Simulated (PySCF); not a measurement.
Input of a run (PBE0-D3(BJ)/def2-SVP geometry optimisation, gas phase, def2 core potentials past Kr (PySCF 2.14.0)), started from GFN2-xTB:
```
{"job": {"xc": "PBE0", "basis": "def2-SVP", "d3": "d3bj", "grid": 1, "maxiter": 40, "shake": 0.03, "kind": "geom"}, "charge": 0, "multiplicity": 1}
In     0.061260    -0.076620     0.012760
Br     2.474490    -0.041070     0.006300
Br    -1.282710     2.164440    -0.043280
Br    -1.169750    -2.137180    -0.006250
```

Output (energies in Eh, forces in Eh/bohr):
```
step   0  E = -7910.93610680  max force = 0.035092
step   1  E = -7910.94139939  max force = 0.009085
step   2  E = -7910.94166230  max force = 0.002674
step   3  E = -7910.94178953  max force = 0.001650
step   4  E = -7910.94187830  max force = 0.001939
step   5  E = -7910.93765268  max force = 0.018295
step   6  E = -7910.94091177  max force = 0.007828
step   7  E = -7910.94169638  max force = 0.004117
step   8  E = -7910.94166638  max force = 0.005103
step   9  E = -7910.94174448  max force = 0.004698
step  10  E = -7910.94183335  max force = 0.004174
step  11  E = -7910.94192988  max force = 0.003513
step  12  E = -7910.94202675  max force = 0.002621
step  13  E = -7910.94209473  max force = 0.001424
step  14  E = -7910.94209071  max force = 0.001603
step  15  E = -7910.94207845  max force = 0.001654
step  16  E = -7910.94208563  max force = 0.001631
step  17  E = -7910.94208861  max force = 0.001618
optimisation converged
```

Problem. Summarise the run.

Solution. The energy falls by 3.8 kcal/mol over 18 energy and gradient evaluations, the largest force component goes from 0.0351 to 1.6e-03 Eh/bohr, and the atoms move by 0.076 Å rms after alignment. The bond that changes most is In1–Br3 (ends: indium bonded to 3 Br; bromine bonded to In), which shortens by 0.162 Å. Bonds longer at the end by more than 0.005 Å: 2 of 3; shorter: 1. The energy rose by more than 1e-6 Eh at steps 5, 8, 14 and 15. The first step brought 88 % of the lowering.

Problem. What are the final bond lengths?

Solution. In1–Br2 2.456 Å, In1–Br3 2.452 Å, In1–Br4 2.457 Å. Numbering counts from 1 in the input's order; the species is `[Br][In]([Br])[Br]`.

The run used 122 basis functions and 105 SCF cycles in all. On one thread of an Arm Neoverse V1, no GPU, shared host, this took 2.9 min and 0.51 GiB of memory at its peak.

PBE0-D3(BJ)/def2-SVP frequencies: not computed here.
